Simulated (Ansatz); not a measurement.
Born–Oppenheimer molecular dynamics of ClHOZn (4 atoms, charge 0, multiplicity 1). It starts from a relaxed structure.

Computed with RKS B3LYP-D4/def2-SVP (Ansatz).

```json
{"ensemble": "NVE (velocity Verlet)", "time step": "0.5 fs", "steps asked": "500", "starting velocities drawn for": "1000 K", "seed": "740175"}
```

First frame:

```xyz
4
Properties=species:S:1:pos:R:3
Zn -0.068 -0.021 -0.046
O -0.025 -0.008 1.728
H -0.856 -0.265 2.148
Cl 0.039 0.012 -2.152
```

Problem. How far do the bonds stretch over the last three quarters of this one trajectory? (Pairs bonded in most of those frames.)

Solution. 
```csv
bond,mean (Å),spread (Å),shortest,longest
Zn1–O2,1.781,0.006,1.77,1.80
Zn1–Cl4,2.115,0.010,2.10,2.13
O2–H3,0.971,0.035,0.92,1.02
```

Mean temperature of the second half: 480 K. The conserved energy stayed within 0.55 meV per atom of its start (net change 0.42 meV per atom), so the integration is sound. Over the second half the temperature averaged 0.48 of the 1000 K drawn at the start: a run that starts near a minimum puts about half its kinetic energy into the potential. A run of 0.25 ps of so small a system gives no equilibrium averages.

Run time: 18 min on 1 thread of Arm Neoverse V1, on a shared host, peak memory 0.13 GiB.
